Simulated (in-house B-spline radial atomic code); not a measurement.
Settings and results of a run for Sn²⁺ (an excited or competing configuration). Level of theory: Dirac-Hartree-Fock, average of configuration, Fermi nucleus of rms radius 4.6519 fm; calculated with a radial B-spline atomic code at the basis-set limit.

Command:
```bash
python run_scf.py task.json out
```
Settings (nuclear radius in fm, mass in u):
```
Z                50
configuration    [Kr] 4d9 5s2 8g1
hamiltonian      dirac
method           hf
spin_polarised   False
nucleus          fermi
rms_radius       4.6519
atomic_mass      119.9022
speed_of_light   137.035999084
```

Output (hartree, bohr):
```
 radial grid: 90 intervals, B-splines of order 8, outer radius 102 bohr

 iter        energy (Eh)    residual
    1       -6166.009287    5.77e-01
    2       -6171.510975    2.84e-01
    3       -6173.462069    7.36e-02
    4       -6173.601684    2.41e-02
    5       -6173.611528    8.73e-03
    6       -6173.613796    1.11e-03
    7       -6173.613821    3.79e-04
    8       -6173.613824    4.74e-05
    9       -6173.613824    2.52e-06
   10       -6173.613824    2.53e-07

 total energy                     -6173.61382
 kinetic                            6501.2790
 electron-nucleus                 -14930.1667
 electron-electron                  2255.2740

 first-order corrections (not in the total)
   Gaunt                             4.9271
   retardation                      -0.5032
   frequency dependence             -0.0429
   self-energy                       3.3399
   Uehling                          -0.4351
   Wichmann-Kroll                    0.0090
   recoil                            0.0192

 orbital      occ     eigenvalue          <r>       <r^2>       <1/r>       r_max    small
 1s1/2      2.000     -1080.6498     0.029048  0.00114231     53.0857     0.01878  3.37e-02
 2s1/2      2.000      -167.6482     0.124918   0.0184645     12.3341      0.1061  7.17e-03
 2p1/2      2.000      -156.2140     0.105904   0.0137898     12.2772     0.08189  7.15e-03
 2p3/2      4.000      -147.7009     0.111234   0.0150853     11.4398     0.08637  6.83e-03
 3s1/2      2.000       -34.8830     0.337212    0.130107     4.37569      0.3067  2.09e-03
 3p1/2      2.000       -30.1929     0.328657    0.125504      4.2734      0.2938  2.02e-03
 3p3/2      4.000       -28.5920     0.339471    0.133705     4.07184      0.3038  1.94e-03
 3d3/2      4.000       -20.4024     0.311713    0.115287      3.9025      0.2495  1.81e-03
 3d5/2      6.000       -20.0767     0.315207    0.117741     3.84999      0.2524  1.78e-03
 4s1/2      2.000        -7.1506     0.816743    0.752864     1.69365      0.7446  5.42e-04
 4p1/2      2.000        -5.4900     0.863741    0.849794     1.57758      0.7718  4.84e-04
 4p3/2      4.000        -5.1952     0.890133    0.902412     1.51784      0.7947  4.61e-04
 4d3/2      3.600        -2.5675      1.04362     1.27353     1.26377      0.8726  3.37e-04
 4d5/2      5.400        -2.5243      1.05595     1.30373     1.24685      0.8821  3.30e-04
 5s1/2      2.000        -1.4578      2.11689     5.01552     0.60706       1.892  9.29e-05
 8g7/2      0.444        -0.0704      28.6104     924.778    0.047092       32.52  1.89e-06
 8g9/2      0.556        -0.0704      28.6103     924.775   0.0470924       32.52  1.89e-06
```

Cost of the run: 3.9 s on 1 thread of Arm Neoverse V1 (shared host).

For the Dirac Hamiltonian the kinetic term is c α·p + (β - 1)c².
